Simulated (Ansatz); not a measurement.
Gas-phase reaction in SMILES: COB(O)OC [dimethoxyborinic acid] + 2 B (BH3) + 2 O (H2O) -> 3 BO (H3BO) [borinic acid] + 2 CO (CH4O) [methanol]
Structures are relaxed separately at B3LYP-D3(BJ)/def2-TZVP in Ansatz (a first-principles code), one conformer each, not searched for the lowest.

Quantity: bond separation energy (electronic energy difference), in kcal/mol. Correlated levels leave the core frozen unless marked. Spin-orbit coupling is left out. Non-relativistic. Basis-set limits of correlation are two-point, X^-3; Hartree-Fock from the larger set.

| level | program | bond separation energy (kcal/mol) |
|---|---|---|
| HF/aug-cc-pVTZ | Ansatz | -3.2 |
| HF/cc-pVTZ | Ansatz | -4.3 |

Task: What does CCSD(T)/CBS(cc-pVTZ,cc-pVQZ) (Ansatz) give?

Result: -6.9 kcal/mol, so HF/cc-pVTZ differs from it by 2.6 kcal/mol.
